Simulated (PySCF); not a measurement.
C3H9BO3 (SMILES COB(OC)OC), singlet, at a GFN2-xTB geometry. Base run: DF-PBE0/def2-SV(P) run with PySCF.

Here is a job for PySCF.
```python
from pyscf import gto, scf, dft

mol = gto.M(
    atom='''
B    -0.00227492   -0.00958623    0.00215028
O     0.84032955    0.90906200    0.55714382
C     0.78727063    2.26912165    0.18676269
H    -0.14876939    2.72141152    0.52248313
H     1.63093697    2.76393147    0.66838089
H     0.85704070    2.38012666   -0.89715821
O     0.07925083   -1.31832532    0.38407448
C     1.01318219   -1.73635226    1.35509872
H     0.76270884   -1.31788518    2.33262732
H     0.96568486   -2.82484417    1.39499728
H     2.02158757   -1.41486489    1.08753294
O    -0.91074400    0.38583612   -0.93020591
C    -1.80540290   -0.51232238   -1.55099325
H    -1.69823125   -1.51781701   -1.14459220
H    -2.82310458   -0.15245611   -1.38495399
H    -1.59746993   -0.52493561   -2.62337675
''',
    basis='def2-sv(p)',
    verbose=4,
)

mf = dft.RKS(mol)
mf.xc = 'pbe0'
mf = mf.density_fit(auxbasis='def2-universal-jkfit')
mf.kernel()
```

The base run was repeated with changes; each row names its change, and settings that it needs were set with it.

```csv
change,ΔE vs base (mEh),SCF cycles,outcome
base,0.000,10,converged
diis_space = 12,0.000,10,converged
init_guess = huckel,0.000,10,converged
level_shift = 1.0 (with mf.max_cycle = 100),0.000,24,converged
conv_tol = 1e-7,0.000,8,converged
damp = 0.5; diis_start_cycle = 5,0.000,10,converged
DIIS = EDIIS,-,50,not converged
level_shift = 0.5 (with mf.max_cycle = 100),0.000,15,converged
diis_space = 4,0.000,10,converged
conv_tol_grad = 1e-7,0.000,12,converged
conv_tol_grad = 1e-3,0.000,10,converged
init_guess = 1e,0.000,24,converged
solver = newton,0.000,-,converged
```
